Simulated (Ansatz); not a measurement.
The input (input.yaml):

```yaml
crystal:
  periodic: [false, false, false]
  atoms:
    - { symbol: B, position_ang: [0.0, 0.0, 0.0] }
    - { symbol: O, position_ang: [0.0, 0.0, 1.76] }
    - { symbol: H, position_ang: [-0.9095, -0.2814, 2.0971] }
    - { symbol: H, position_ang: [1.0305, 0.0, -0.595] }
    - { symbol: H, position_ang: [-1.0305, 0.0, -0.595] }
    - { symbol: Br, position_ang: [0.1049, 2.2181, 0.7379] }
    - { symbol: H, position_ang: [0.0529, 1.119, 1.7348] }
basis:
  gaussian: { orbitals: def2-SVP }
hamiltonian:
  xc: { name: BHLYP }
  dispersion: d4
relax:
  f_tol: 0.15
  max_steps: 25
  restrain:
    - { distance: [0, 5], at: 3.24, k: 30.0 }
    - { distance: [6, 1], at: 2.21, k: 30.0 }
    - { distance: [0, 1], at: 1.41, k: 30.0 }
    - { distance: [6, 5], at: 1.55, k: 30.0 }
```

Launched with:

```bash
$ ansatz run input.yaml --threads 1 --pin off --max-ram 2048MiB --backend cpu --events-out ev --progress --plain --runs-dir out
```

Hardware: 1 thread of Arm Neoverse V1 (shared host).

Problem. Roughly how long does this run take, and how much memory?

Solution. 35 s, with a peak of 0.16 GiB, for 11 ionic steps.
